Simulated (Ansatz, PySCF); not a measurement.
Gas-phase reaction (SMILES): CO[Si](C)(C)C + [H][H] (H2) → C[SiH](C)C [trimethylsilane] + CO (CH4O); hydrogen cleaves one Si-O bond, a model of a ligand-exchange step.

Structures are relaxed separately at B3LYP-D3(BJ)/def2-TZVP in Ansatz (a quantum-chemistry and plane-wave program), one conformer each, not searched for the lowest. Correlated levels leave the core frozen unless marked. No spin-orbit coupling. No relativistic terms. CBS marks a two-point X^-3 extrapolation of the correlation energy; Hartree-Fock from the larger set. The bracket is a focal-point correction in the basis named. Thermal terms are rigid-rotor harmonic-oscillator values from B3LYP-D3(BJ) frequencies (Ansatz or PySCF) at 298.15 K and 1 atm. 1 Eh = 627.5095 kcal/mol.

```
species        E, RI-MP2/CBS(cc-pV(T+d)Z,cc-pV(Q+d)Z)+[CCSD(T)-MP2]/cc-pV(D+d)Z (Ansatz) (Eh)  E, wB97M-V/def2-TZVPD (Ansatz) (Eh)  H - E (Eh)
-------------  ------------------------------------------------------------------------------  -----------------------------------  ----------
CO[Si](C)(C)C                                                                      -523.75841                           -524.39535     0.16410
[H][H] (H2)                                                                          -1.17591                             -1.16077     0.01336
C[SiH](C)C                                                                         -409.28827                           -409.80657     0.12691
CO (CH4O)                                                                          -115.61353                           -115.71687     0.05533
```

Q: Work out ΔE and ΔH at 298.15 K at the first level, then ΔH at the second.

A: 
1. ΔE = [(-409.28827) + (-115.61353)] - [(-523.75841) + (-1.17591)] = 0.03252 Eh = 20.4 kcal/mol at RI-MP2/CBS(cc-pV(T+d)Z,cc-pV(Q+d)Z)+[CCSD(T)-MP2]/cc-pV(D+d)Z.
2. The terms H - E add up to 0.00478 Eh, so ΔH = (0.03252 + (0.00478))×627.5095 = 23.4 kcal/mol.
3. At wB97M-V/def2-TZVPD the same steps give ΔE = 20.5 and ΔH = 23.5 kcal/mol, a shift of +0.1 from the first level.
4. These values are not checked against measurement here, since the tables used lack a sound gas-phase enthalpy of formation for at least one species.
